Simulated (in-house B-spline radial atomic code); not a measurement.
Cr. Computed with a B-spline radial atomic code. Model: non-relativistic spherical atom: semilocal Troullier-Martins pseudo-atom, one channel per l, against all electrons, high spin, G0W0 and RPA with empty states to l = 8, local potential for every l without a channel, a model core (radius 0 = none) keeps its share of the functional.

The core holds an angular momentum without a channel of its own, so the local potential lets valence electrons into it.

What the tables leave out is listed at the end.

The pseudopotential gives back the lowest level of each angular momentum of its own functional in the configuration it was made in; a second state of the same l is only approximately right. Exact exchange, RPA and GW see the smooth pseudo-orbitals and miss the exchange with the core, for which the functional's share stands in. The column with an uncorrelated core keeps all orbitals and exact exchange, and so separates missing core correlation from pseudisation. Only the three outermost levels and the lowest empty one were computed. RPA here is direct RPA, with no exchange kernel, and its energies carry an (l + 1/2)⁻⁴ tail. A hybrid on a potential with a model core restores only its own semilocal share of the core's exchange.

Command:
```bash
python run_psgw.py task.json out
```
Settings (lengths in bohr, energies in hartree):
```
Z                      24
electrons              24
configuration          [Ar] 3d5 4s1
generated_in           [Ar] 3d5 4s1
functional             pbe,pbe
core_shells            5
radius_factor          1
core_correction        False
ion_configuration      [Ar] 3d5
```

Cost of the run: 60 s on 1 thread of Arm Neoverse N1, with other jobs on the host.

Given: made with PBE; model core radius 0 bohr; local radius 2.458 bohr; mean-field start PBE0.

Valence shells of the generating configuration: 4s, 3d.

Channel: s 2.787, d 2.4 (radii in bohr).

Computed: largest level miss in the spin-unpolarised generating configuration 0 eV; valence RPA correlation energy all-electron orbitals -0.21956 hartree; valence RPA correlation energy pseudo -0.40338 hartree; all-electron RPA polarisability, core included 43.227 bohr³; ionisation by mean-field all-electron 6.9264 eV; ionisation by mean-field pseudo minus all 0.082 eV; ionisation by RPA pseudo minus all 1.819 eV.

```tsv
level	occupied	mean-field all-electron (eV)	mean-field pseudo minus all (eV)	G0W0 all-electron (eV)	G0W0 uncorrelated core minus all (eV)	G0W0 pseudo minus all (eV)	exchange self-energy all-electron (eV)	exchange self-energy pseudo (eV)
4s up	1	-4.8496	-0.08	-7.1889	0.083	-0.557	-9.7467	-9.2499
```

What is the ionisation by RPA all-electron?

7.1765 eV.

What is the pseudo-atom RPA polarisability?

52.827 bohr³.

Given: mean-field start Hartree-Fock.

Computed: valence RPA correlation energy all-electron orbitals -0.169 hartree; valence RPA correlation energy pseudo -0.29467 hartree; all-electron RPA polarisability, core included 34.084 bohr³; pseudo-atom RPA polarisability 32.156 bohr³; ionisation by mean-field pseudo minus all 0.783 eV; ionisation by RPA pseudo minus all 1.283 eV.

```tsv
level	occupied	mean-field all-electron (eV)	mean-field pseudo minus all (eV)	G0W0 all-electron (eV)	G0W0 uncorrelated core minus all (eV)	G0W0 pseudo minus all (eV)	exchange self-energy all-electron (eV)	exchange self-energy pseudo (eV)
4s up	1	-6.0422	-0.896	-6.815	0.075	-1.293	-8.7077	-9.4026
3d up	1	-10.169	2.143	-9.1246	0.215	1.104	-33.629	-20.439
```

What is the ionisation by mean-field all-electron?

5.9017 eV.

What is the ionisation by RPA all-electron?

6.7917 eV.

Among the listed levels the largest G0W0 shift of the pseudo-atom is -1.29 eV, for 4s up on the Hartree-Fock start, while leaving the core uncorrelated moves that level by +0.07 eV. So pseudisation and the lost core exchange, not the missing core correlation, make the error. Not in the tables (levels of low weight, unsolved or above zero; the highest and the empty levels are kept at any weight): the PBE start was refused, since an empty level lay at or below an occupied one; on PBE0 the G0W0 levels 3d up (pseudo minus all +1.45 eV, weights 0.72 and 0.70), 4p up (pseudo minus all -2.43 eV, weights 0.74 and 0.94).
